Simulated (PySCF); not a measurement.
C₄H₉B₂F.
SMILES: `CC(=C)BCBF`

Vertical excitations from PySCF (density fitting, frozen core in the response, grid level 2 and gas phase unless stated; continuum runs use non-equilibrium linear response for the excitations) on a GFN2-xTB geometry. Reference run:

| settings | S1, eV (f) | S2, eV (f) | S3, eV (f) | S4, eV (f) | S5, eV (f) | S6, eV (f) | T1, eV (Tamm–Dancoff) | mean α (au) |
| --- | --- | --- | --- | --- | --- | --- | --- | --- |
| PBE0/def2-SVPD, full TDDFT, 6 singlets | 5.14 (0.188) | 5.19 (0.010) | 5.46 (0.028) | 6.14 (0.001) | 6.70 (0.064) | 6.84 (0.001) | 3.40 | 77.6 |

Question: What do these settings give: OPBE/def2-SVPD, grid level 1, TDA, 1 singlet?

Answer: 
```tsv
settings	S1, eV (f)	S2, eV (f)	S3, eV (f)	S4, eV (f)	S5, eV (f)	S6, eV (f)	T1, eV (Tamm–Dancoff)	mean α (au)
OPBE/def2-SVPD, grid level 1, TDA, 1 singlet	4.73 (0.004)	–	–	–	–	–	–	79.2
```

S1 moves by -0.41 eV; functional and response scheme change together, so the shift can't be laid on one. States are counted by energy in each run and needn't keep their character from row to row.

Question: Give the leading configurations of S1 (H = HOMO, L = LUMO) and the HOMO–LUMO gap of each run.

Answer: 
```csv
settings,S1 configurations (weight),S1 (eV),orbital gap (eV),S1 − gap (eV)
"PBE0/def2-SVPD, full TDDFT, 6 singlets","H→L 0.74, H−1→L 0.19",5.14,5.85,-0.71
"OPBE/def2-SVPD, grid level 1, TDA, 1 singlet","H−1→L 0.61, H−2→L 0.38",4.73,3.96,+0.77
```

Shape of the structure used: `[CH2:1]=[C:2]([CH3:3])[BH:4][CH2:5][BH:6][F:7]`: C1–C2–B4–C5 -179°, C2–B4–C5–B6 -91°, B4–C5–B6–F7 87°.

One conformer stands for the species.
